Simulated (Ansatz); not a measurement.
Saddle point of CH8AsGa, closed shell (CH₅Ga ([CH3][GaH2]) + AsH₃ → GaAsH₄ ([GaH2][AsH2]) + CH₄; bonds formed: Ga1–As6, C2–H5; bonds broken: Ga1–C2, H5–As6), PBE0-D4/def2-TZVP structure:

Ga1  (-0.990, 0.134, 0.327)
C2  (0.512, 1.313, -0.684)
H3  (-2.057, -0.305, -0.713)
H4  (-1.109, 0.638, 1.792)
H5  (0.634, -0.123, -0.185)
As6  (0.890, -1.892, 0.384)
H7  (1.394, 1.624, -0.122)
H8  (0.791, 1.032, -1.700)
H9  (-0.154, 2.180, -0.754)
H10  (-0.303, -2.659, -0.162)
H11  (0.392, -1.941, 1.817)
(Å)

Energies are electronic, without zero-point energy. Barriers and step energies count from the start structure reached by relaxing down the imaginary mode; all methods use the PBE0-D4 structures, on which another method's saddle can fall below an end. Program: Ansatz 0.2.0. Basis: def2-TZVPP, with def2-QZVPP for the basis limit. Cores are frozen in the correlated methods. Filled d shells of the heavier atoms are correlated. The def2 sets are not built for correlating such inner shells, so the correlated values are less sure here. B3LYP uses VWN-RPA correlation. Extrapolation: Hartree–Fock as exp(−7.88 √X), correlation as X^−2.97.

```csv
method,barrier (kcal/mol),step energy (kcal/mol)
SPW92,14.63,-15.78
PBE-D4,20.00,-17.85
BLYP-D4,24.73,-17.79
r2SCAN-D4,22.01,-18.09
B97M-V,27.51,-17.26
PBE0-D4,23.32,-18.41
B3LYP-D4,?,-18.27
r2SCAN0-D4,24.56,-18.63
BHLYP-D4,31.49,-18.93
CAM-B3LYP-D4,?,-17.48
wB97X-V,29.73,-17.44
wB97M-V,28.99,-17.32
B2PLYP,28.05,-18.39
PBE-QIDH,26.05,-18.40
RPA on PBE,?,-16.42
HF,43.00,-20.33
MP2,26.32,-17.74
CCSD,31.24,-17.49
CCSD(T),28.49,-17.25
```

(1) Fill in the withheld barriers. (To be estimated.)

No T1 diagnostic of these runs exceeds 0.013. The end structure is not quite a true minimum (one mode of 51i cm⁻¹).

## Answers

(1) Computed: RPA on PBE 28.75; CAM-B3LYP-D4 29.46; B3LYP-D4 27.07 kcal/mol. Each is the energy of the saddle less that of the start structure, by the same method.

For comparison, the barrier by CCSD(T) at an estimated basis limit (MP2 extrapolated from triple and quadruple zeta, plus CCSD(T) − MP2 in triple zeta) is 26.83 kcal/mol.

Labels in which every atom is bracketed show which atoms are joined, not bond orders.

For scale, one of the runs: CCSD(T)/def2-TZVPP, 239 basis functions, launched by `ansatz run in.yaml --threads 8 --pin off --events-out ev --progress --plain --max-ram 19148MiB`. The run took 120 s on 8 CPU threads of an Arm Neoverse V1 (shared host), with 4.5 GiB of host memory at its peak.
